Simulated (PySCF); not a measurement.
SMILES [OH][Ge]([Br])([OH])[OH] (PBE0/def2-SVP optimised geometry):

```
8

O      1.448    -0.865     0.000
Ge    -0.302    -0.865     0.000
O     -0.868    -1.652    -1.456
O     -0.865     0.792     0.000
Br    -1.094    -1.975     1.860
H      1.826    -0.485     0.802
H     -0.629    -2.585    -1.498
H     -1.826     0.865     0.024
```

Calculation: PBE0/def2-TZVP run with PySCF 2.14.0.

**Question.** What are the frontier orbital energies and the dipole moment?

**Answer.** HOMO-2 -9.41 eV, HOMO-1 -8.76 eV, HOMO -8.76 eV, LUMO -0.88 eV, LUMO+1 1.03 eV; dipole moment 0.97 D.

On the same geometry PBE/def2-TZVP run with PySCF gives HOMO-2 -7.81 eV, HOMO-1 -7.34 eV, HOMO -7.34 eV, LUMO -1.87 eV, LUMO+1 0.11 eV; dipole moment 0.82 D.

Meta-Löwdin charges at PBE0/def2-TZVP: O1 -0.72, Ge2 1.38, O3 -0.72, O4 -0.72, Br5 -0.29, H6 0.36, H7 0.36, H8 0.36.
